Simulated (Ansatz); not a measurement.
Cost and result for the atomization energy of C₂H₃FSn (`C#[C][SnH2][F]`) (7 atoms, 6 bonds).

The species carries charge 0 and has multiplicity 1. Correlated methods include outer-core shells of Sn, which these sets cover unevenly. Sn takes the def2 core potential. Geometry: relaxed with PBE0-D4/def2-TZVP. Program: Ansatz. All runs use 2 threads of a server CPU on a shared host. Times are those of one run each, without the atoms' runs, and a repeat can differ threefold. Electronic energies, without spin–orbit coupling; frozen cores. CCSD(T)/CBS adds CCSD(T) − MP2 in def2-TZVPP to the MP2 limit, and its time is that of the two runs behind it. T1 = 0.014. With those shells the extrapolation isn't a true limit. HSE06 is the plane-wave form, built on full-range PBE exchange.

CCSD(T)/CBS is a level of theory with its own doubt, some kJ/mol a heavy atom from the limit and from the frozen cores, so smaller differences don't rank the functionals.

```
                             level  functions  wall time
            LDA (SPW92)/def2-TZVPP        185      1.9 s
   PBE-D4/def2-TZVPP (with forces)        185      4.1 s
                PBE0-D4/def2-TZVPP        185      4.6 s
               HSE06-D4/def2-TZVPP        185      5.5 s
               BHLYP-D4/def2-TZVPP        185      5.5 s
                  CCSD(T)/def2-SVP         83      8.5 s
r2SCAN-D4/def2-TZVPP (with forces)        185        9 s
                 B2PLYP/def2-TZVPP        185       10 s
                ωB97X-V/def2-TZVPP        185       15 s
  ωB97M-V/def2-TZVPP (with forces)        185       20 s
                    MP2/def2-QZVPP        343       27 s
                CCSD(T)/def2-TZVPP        185    2.9 min
                 CCSD(T)/CBS(def2)          –    3.3 min
```

**Question.** What atomization energy does each give, and how far from CCSD(T)/CBS? (Best estimate.)

**Answer.** The calculation gave: 
```tsv
level	atomization (kJ/mol)	difference from CCSD(T)/CBS	per bond
LDA (SPW92)/def2-TZVPP	2867.8	362.5	60.4
PBE-D4/def2-TZVPP (with forces)	2539.4	34.1	5.7
PBE0-D4/def2-TZVPP	2470.3	-35.0	-5.8
HSE06-D4/def2-TZVPP	2470.9	-34.4	-5.7
BHLYP-D4/def2-TZVPP	2375.4	-129.9	-21.7
CCSD(T)/def2-SVP	2332.7	-172.6	-28.8
r2SCAN-D4/def2-TZVPP (with forces)	2481.1	-24.2	-4.0
B2PLYP/def2-TZVPP	2460.1	-45.2	-7.5
ωB97X-V/def2-TZVPP	2492.3	-13.0	-2.2
ωB97M-V/def2-TZVPP (with forces)	2484.5	-20.8	-3.5
MP2/def2-QZVPP	2529.4	24.1	4.0
CCSD(T)/def2-TZVPP	2431.5	-73.8	-12.3
CCSD(T)/CBS(def2)	2505.3	0.0	0.0
```

From PBE to PBE0 (25 % exact exchange), in def2-TZVPP and without D4, the atomization energy moves by −67.2 kJ/mol: exact exchange takes away binding that semilocal exchange gives to molecules. Leaving LDA and LC-ωPBE aside and taking each functional with its dispersion term where it has one, the values spread over 164.0 kJ/mol, from BHLYP-D4 to PBE-D4. LDA lies +340.8 kJ/mol from PBE without D4, its usual overbinding. In def2-TZVPP, CCSD(T) changes the Hartree–Fock value by +687.0 kJ/mol (the triples alone add +53.0 kJ/mol) and MP2 by +739.9 kJ/mol; breaking electron pairs costs correlation energy, which Hartree–Fock lacks.

Spin–orbit coupling would lower the free Sn atoms strongly, and the atomization energy with them, by more than many differences here. For some Ge, Se and Sn compounds the MP2-based and the directly extrapolated limit differ by 10 to 25 kJ/mol.
